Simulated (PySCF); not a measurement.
C3H11NSi2, SMILES C=CN([SiH3])C[SiH3]. Heavy atoms are numbered as in [CH2:1]=[CH:2][N:3]([SiH3:4])[CH2:5][SiH3:6]. Hydrogens are named by the atom that carries them.

Geometry optimised at B3LYP-D3(BJ)/def2-SVP. This is a generated structure with no PubChem entry under its InChIKey; it may be hypothetical. One conformer was computed; it need not be the lowest.

Level of theory: CAM-B3LYP/def2-TZVP run with PySCF.

Atomic charges (e), one atom of each kind:

| atom | Mulliken | IAO | Löwdin |
|---|---|---|---|
| C1 (CH2) | -0.38 | -0.42 | -0.28 |
| C2 (CH) | -0.02 | -0.02 | -0.27 |
| N3 | -0.15 | -0.47 | 0.03 |
| Si4 (SiH3) | 0.24 | 0.77 | 0.24 |
| C5 (CH2) | -0.33 | -0.42 | -0.43 |
| Si6 (SiH3) | 0.25 | 0.64 | 0.28 |
| H on C1 | 0.12 | 0.14 | 0.12 |
| H on C2 | 0.11 | 0.14 | 0.14 |
| H on Si4 | -0.03 | -0.13 | -0.04 |
| H on C5 | 0.13 | 0.14 | 0.14 |
| H on Si6 | -0.04 | -0.13 | -0.04 |

Computed Mayer and Wiberg (Löwdin basis) orders of the bonds:
```json
[
 {"bond": "C1–C2", "Mayer": "1.81", "Wiberg": "2.12"},
 {"bond": "C2–N3", "Mayer": "1.10", "Wiberg": "1.44"},
 {"bond": "N3–Si4", "Mayer": "1.05", "Wiberg": "1.21"},
 {"bond": "N3–C5", "Mayer": "0.90", "Wiberg": "1.26"},
 {"bond": "C5–Si6", "Mayer": "0.98", "Wiberg": "1.15"}
]
```
